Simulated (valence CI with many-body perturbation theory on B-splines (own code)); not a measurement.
**E1 line list for Tc³⁸⁺**

Computed by configuration interaction combined with many-body perturbation theory (CI+MBPT): three valence electrons over a frozen Dirac-Fock core [He], a basis of 11 s, 11 p, 9 d, 7 f, 5 g, 2 h, 1 i functions for each j, with the one-electron correlation potential Σ1 (screened to all orders), the two-electron term Σ2, the three-electron term Σ3, Breit, model QED; selected single and double excitations, second order for the rest (own B-spline code, finite nucleus).

No measured spectrum was set against this ion. As an estimate, large intervals hold to a few tenths of a per cent, small ones and those within an open d or f shell to about a per cent.

Lines 201 to 250 of 268 in falling wavelength, among levels below 3600.8 eV, chosen from the strongest by gf and those to the six lowest levels. Wavelengths and rates use the calculated energies. Electric multipoles are in the length gauge, E1 and E2 with the static RPA response of the core. Weak lines are less certain than strong ones. Lines between different terms over intervals too small for the method are left out, as are lines whose strength nearly cancels. The highest levels of a list are the least certain.

Levels are named by their leading jj configuration (3d3/2^4 stands for four electrons in 3d with j = 3/2), which in mixed levels can hold well under half, so a name can repeat and another be missing. Letters in brackets count levels of one name in rising energy.

```csv
λ vac (Å),Upper,Lower,A (s⁻¹),S (a.u.)
3.825,(2s 2p3/2 3d5/2) J=3/2 [b],(2s 2p1/2 2p3/2) J=3/2 [b],1.22e+12,1.35e-04
3.819,(2s 2p3/2 3p1/2) J=3/2 [a],(2s^2 2p3/2) J=3/2,1.67e+13,1.84e-03
3.816,(2s 2p3/2 3p1/2) J=5/2,(2s^2 2p3/2) J=3/2,3.57e+13,5.88e-03
3.814,(2s 2p1/2 3p1/2) J=3/2,(2s^2 2p1/2) J=1/2,8.25e+12,9.03e-04
3.808,(2p1/2 2p3/2 3p1/2) J=3/2 [b],(2s 2p1/2 2p3/2) J=3/2 [b],1.45e+13,1.58e-03
3.801,(2p1/2 2p3/2 3p3/2) J=1/2 [a],(2s 2p1/2 2p3/2) J=1/2,2.82e+13,1.53e-03
3.801,(2s 2p3/2 3d3/2) J=5/2 [b],(2s 2p1/2 2p3/2) J=5/2,3.33e+12,5.42e-04
3.800,(2p1/2 2p3/2 3p3/2) J=5/2 [a],(2s 2p1/2 2p3/2) J=3/2 [b],1.83e+12,2.98e-04
3.799,(2s 2p3/2 3d3/2) J=3/2 [b],(2s 2p1/2 2p3/2) J=5/2,1.50e+12,1.62e-04
3.796,(2p1/2 2p3/2 3p3/2) J=3/2 [a],(2s 2p1/2 2p3/2) J=1/2,2.04e+13,2.20e-03
3.796,(2p1/2 2p3/2 3p3/2) J=1/2 [a],(2s 2p1/2 2p3/2) J=3/2 [b],5.87e+12,3.17e-04
3.793,(2p1/2 2p3/2 3p1/2) J=3/2 [a],(2s 2p1/2 2p3/2) J=5/2,3.04e+12,3.28e-04
3.793,(2s 2p3/2 3d5/2) J=7/2 [b],(2s 2p1/2 2p3/2) J=5/2,4.08e+12,8.80e-04
3.792,(2s 2p1/2 3p1/2) J=1/2 [b],(2s^2 2p1/2) J=1/2,2.04e+13,1.10e-03
3.791,(2p1/2 2p3/2 3p3/2) J=3/2 [a],(2s 2p1/2 2p3/2) J=3/2 [b],1.40e+13,1.51e-03
3.790,(2s 2p3/2 3s) J=1/2,(2s 2p1/2^2) J=1/2,7.54e+12,4.05e-04
3.785,(2p1/2^2 3p1/2) J=1/2,(2s 2p1/2^2) J=1/2,1.39e+13,7.44e-04
3.784,(2s 2p3/2 3d5/2) J=5/2 [b],(2s 2p1/2 2p3/2) J=5/2,4.71e+12,7.56e-04
3.782,(2p1/2 2p3/2 3p3/2) J=3/2 [b],(2s 2p1/2 2p3/2) J=1/2,1.30e+13,1.39e-03
3.782,(2p1/2 2p3/2 3p1/2) J=5/2,(2s 2p1/2 2p3/2) J=5/2,1.22e+13,1.96e-03
3.781,(2s 2p3/2 3p3/2) J=3/2,(2s^2 2p3/2) J=3/2,4.59e+13,4.90e-03
3.777,(2s 2p1/2 3p3/2) J=3/2 [a],(2s^2 2p1/2) J=1/2,2.16e+13,2.30e-03
3.776,(2p1/2 2p3/2 3p3/2) J=3/2 [b],(2s 2p1/2 2p3/2) J=3/2 [b],1.82e+13,1.94e-03
3.774,(2s 2p3/2 3d3/2) J=5/2 [b],(2s 2p1/2 2p3/2) J=3/2 [a],1.58e+12,2.51e-04
3.773,(2p1/2 2p3/2 3p1/2) J=1/2,(2s 2p1/2 2p3/2) J=3/2 [a],2.12e+13,1.12e-03
3.771,(2s 2p3/2 3d3/2) J=3/2 [b],(2s 2p1/2 2p3/2) J=3/2 [a],4.86e+12,5.14e-04
3.769,(2p1/2 2p3/2 3p3/2) J=5/2 [b],(2s 2p1/2 2p3/2) J=3/2 [b],2.37e+13,3.75e-03
3.768,(2s 2p3/2 3p3/2) J=5/2 [a],(2s^2 2p3/2) J=3/2,4.60e+13,7.29e-03
3.766,(2s 2p3/2 3p3/2) J=1/2 [a],(2s^2 2p3/2) J=3/2,4.83e+13,2.55e-03
3.766,(2p1/2 2p3/2 3p1/2) J=3/2 [a],(2s 2p1/2 2p3/2) J=3/2 [a],1.10e+13,1.16e-03
3.764,(2s 2p1/2 3p3/2) J=1/2,(2s^2 2p1/2) J=1/2,6.38e+13,3.36e-03
3.762,(2p1/2 2p3/2 3p1/2) J=3/2 [b],(2s 2p1/2 2p3/2) J=5/2,3.13e+13,3.29e-03
3.759,(2s 2p3/2 3p1/2) J=1/2,(2s^2 2p3/2) J=3/2,5.20e+13,2.73e-03
3.758,(2s 2p3/2 3p1/2) J=3/2 [b],(2s^2 2p3/2) J=3/2,1.69e+13,1.77e-03
3.757,(2s 2p1/2 3p3/2) J=3/2 [b],(2s^2 2p1/2) J=1/2,4.97e+13,5.20e-03
3.756,(2p1/2 2p3/2 3p3/2) J=1/2 [b],(2s 2p1/2 2p3/2) J=3/2 [b],3.36e+13,1.76e-03
3.754,(2p1/2 2p3/2 3p3/2) J=5/2 [a],(2s 2p1/2 2p3/2) J=5/2,1.82e+12,2.85e-04
3.754,(2p1/2 2p3/2 3p1/2) J=5/2,(2s 2p1/2 2p3/2) J=3/2 [a],7.10e+11,1.11e-04
3.745,(2p1/2 2p3/2 3p3/2) J=3/2 [a],(2s 2p1/2 2p3/2) J=5/2,6.54e+12,6.79e-04
3.740,(2p1/2 2p3/2 3p3/2) J=7/2,(2s 2p1/2 2p3/2) J=5/2,3.85e+13,7.95e-03
3.736,(2p1/2^2 3p3/2) J=3/2,(2s 2p1/2^2) J=1/2,3.94e+13,4.06e-03
3.735,(2p1/2 2p3/2 3p1/2) J=3/2 [b],(2s 2p1/2 2p3/2) J=3/2 [a],4.79e+12,4.93e-04
3.731,(2p1/2 2p3/2 3p3/2) J=3/2 [b],(2s 2p1/2 2p3/2) J=5/2,6.66e+12,6.83e-04
3.727,(2p1/2 2p3/2 3p3/2) J=5/2 [a],(2s 2p1/2 2p3/2) J=3/2 [a],3.77e+13,5.78e-03
3.724,(2p1/2 2p3/2 3p3/2) J=5/2 [b],(2s 2p1/2 2p3/2) J=5/2,2.02e+13,3.10e-03
3.724,(2s 2p3/2 3p3/2) J=5/2 [b],(2s^2 2p3/2) J=3/2,1.56e+13,2.38e-03
3.724,(2p1/2 2p3/2 3p3/2) J=1/2 [a],(2s 2p1/2 2p3/2) J=3/2 [a],1.03e+13,5.26e-04
3.720,(2p1/2 2p3/2 3s) J=3/2 [a],(2s^2 2p3/2) J=3/2,5.88e+12,5.98e-04
3.718,(2p1/2 2p3/2 3p3/2) J=3/2 [a],(2s 2p1/2 2p3/2) J=3/2 [a],5.02e+12,5.09e-04
3.711,(2p1/2 2p3/2 3s) J=3/2 [b],(2s^2 2p3/2) J=3/2,1.21e+13,1.22e-03
```
